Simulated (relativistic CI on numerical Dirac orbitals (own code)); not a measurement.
**Ligand-field terms of d3**

Computed with a parametric ligand-field model of a d^n configuration (Racah B and C, spin-orbit zeta, crystal field), exact diagonalisation.

Field parameters in Wybourne normalisation: Oh B⁴₀ = 21Dq, B⁴₄ = √(5/14) B⁴₀. The field is a parameter set, without covalency.

B = 820 cm⁻¹, C = 3650 cm⁻¹ (C/B = 4.45), Oh, no spin-orbit coupling. Tanabe-Sugano data, E/B above the lowest term (Δ = |10Dq|; b, c mark the second and third term of a kind):

| Δ/B | 4A2 | 4T2 | 4T1 | 4T1(b) | 2E | 2T1 | 2T2 |
| --- | --- | --- | --- | --- | --- | --- | --- |
| 1.0 | 0.00 | 1.00 | 1.79 | 16.21 | 18.26 | 18.32 | 18.70 |
| 3.0 | 0.00 | 3.00 | 5.29 | 18.71 | 19.11 | 19.55 | 21.18 |
| 5.0 | 0.00 | 5.00 | 8.68 | 21.32 | 19.52 | 20.21 | 23.37 |
| 7.0 | 0.00 | 7.00 | 11.92 | 24.08 | 19.78 | 20.59 | 25.18 |
| 9.0 | 0.00 | 9.00 | 15.00 | 27.00 | 19.97 | 20.85 | 26.54 |
| 11.0 | 0.00 | 11.00 | 17.92 | 30.08 | 20.12 | 21.03 | 27.52 |
| 13.0 | 0.00 | 13.00 | 20.68 | 33.32 | 20.24 | 21.17 | 28.31 |
| 15.0 | 0.00 | 15.00 | 23.29 | 36.71 | 20.35 | 21.28 | 28.97 |
| 17.0 | 0.00 | 17.00 | 25.79 | 40.21 | 20.44 | 21.37 | 29.54 |
| 19.0 | 0.00 | 19.00 | 28.19 | 43.81 | 20.53 | 21.45 | 30.04 |
| 21.0 | 0.00 | 21.00 | 30.51 | 47.49 | 20.60 | 21.52 | 30.49 |
| 23.0 | 0.00 | 23.00 | 32.78 | 51.22 | 20.67 | 21.57 | 30.89 |
| 25.0 | 0.00 | 25.00 | 35.00 | 55.00 | 20.73 | 21.62 | 31.25 |
| 27.0 | 0.00 | 27.00 | 37.18 | 58.82 | 20.79 | 21.66 | 31.58 |
| 29.0 | 0.00 | 29.00 | 39.34 | 62.66 | 20.85 | 21.70 | 31.87 |
| 31.0 | 0.00 | 31.00 | 41.47 | 66.53 | 20.90 | 21.73 | 32.14 |
| 33.0 | 0.00 | 33.00 | 43.58 | 70.42 | 20.94 | 21.77 | 32.39 |
| 35.0 | 0.00 | 35.00 | 45.68 | 74.32 | 20.99 | 21.79 | 32.61 |
| 37.0 | 0.00 | 37.00 | 47.77 | 78.23 | 21.03 | 21.82 | 32.82 |
| 39.0 | 0.00 | 39.00 | 49.84 | 82.16 | 21.07 | 21.84 | 33.00 |
| 41.0 | 0.00 | 41.00 | 51.91 | 86.09 | 21.10 | 21.86 | 33.18 |
| 43.0 | 0.00 | 43.00 | 53.97 | 90.03 | 21.14 | 21.88 | 33.34 |
| 45.0 | 0.00 | 45.00 | 56.03 | 93.97 | 21.17 | 21.90 | 33.49 |
| 47.0 | 0.00 | 47.00 | 58.08 | 97.92 | 21.20 | 21.92 | 33.63 |

The ground term stays 4A2.
